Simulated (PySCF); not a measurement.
B3LYP has the VWN-RPA correlation part, as in Gaussian. 

Cartesian coordinates (Å):
SMILES: C/C(N)=N/[H]
```xyz
10

C      1.0671    -0.1642    -0.6439
C     -0.0371     0.2307     0.2986
N      0.2244     0.9587     1.3115
N     -1.2907    -0.2174    -0.0793
H      1.1659    -1.2520    -0.6896
H      2.0033     0.2636    -0.2986
H      0.8556     0.1929    -1.6543
H     -0.6116     1.1567     1.8631
H     -2.0304    -0.1692     0.6022
H     -1.3466    -0.9997    -0.7096
```
Charge 0, multiplicity 1.

### Question
Estimate the dipole moment, LUMO and total energy that B3LYP-D3(BJ)/def2-TZVP run with PySCF returns for this input.

### Answer

- dipole moment: 3.36 D
- LUMO: 0.35 eV
- total energy: -5154.32 eV
